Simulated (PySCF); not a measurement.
## Potential energy of InC along the bond

Set-up: In def2-SVPD with ECP28, C def2-SVPD; scalar-relativistic core potentials (PySCF 2.14). Energies in eV from In + C in their ground configurations at the same level. State: ⁴Σ⁻ (quartet), unpaired electrons σ ↑, π ↑↑.

All columns are PBE0. A positive dipole means In(−)C(+).

| R (Å) | E (eV) | μ (D) | Mulliken charge on In (basis-dependent) | HOMO (eV) | LUMO (eV) | Mayer bond order | ⟨S²⟩ |
| --- | --- | --- | --- | --- | --- | --- | --- |
| 1.916 | -2.332 | -1.75 | 0.22 | -6.08 | -2.74 | 1.39 | 3.76 |
| 2.005 | -2.692 | -2.01 | 0.27 | -6.13 | -2.59 | 1.31 | 3.76 |
| 2.094 | -2.888 | -2.31 | 0.31 | -6.16 | -2.46 | 1.23 | 3.76 |
| 2.161 | -2.957 | -2.56 | 0.34 | -6.16 | -2.37 | 1.18 | 3.76 |
| 2.228 | -2.975 | -2.82 | 0.36 | -6.15 | -2.31 | 1.14 | 3.76 |
| 2.295 | -2.954 | -3.09 | 0.38 | -6.13 | -2.25 | 1.10 | 3.76 |
| 2.384 | -2.883 | -3.46 | 0.39 | -6.09 | -2.20 | 1.06 | 3.76 |
| 2.495 | -2.745 | -3.92 | 0.40 | -5.92 | -2.17 | 1.03 | 3.75 |
| 2.629 | -2.539 | -4.46 | 0.41 | -5.68 | -2.18 | 0.99 | 3.75 |
| 2.807 | -2.233 | -5.13 | 0.41 | -5.41 | -2.22 | 0.96 | 3.75 |

A fit through these points gives, at Re = 2.223 Å, μ = -2.80 D and dμ/dR = -3.97 D/Å; the reduced mass is 10.87 u.

Question: How strong is the fundamental in the double-harmonic approximation, I = 42.26·(dμ/dR)²/μred km/mol?

Answer: I = 42.26·(-3.97)²/10.87 = 61.3 km/mol at PBE0.

These are scalar-relativistic numbers at best; spin–orbit coupling would shift them, the dissociation energy most. The state is the lowest determinant that a PBE0 search found; another state may lie lower at other levels.
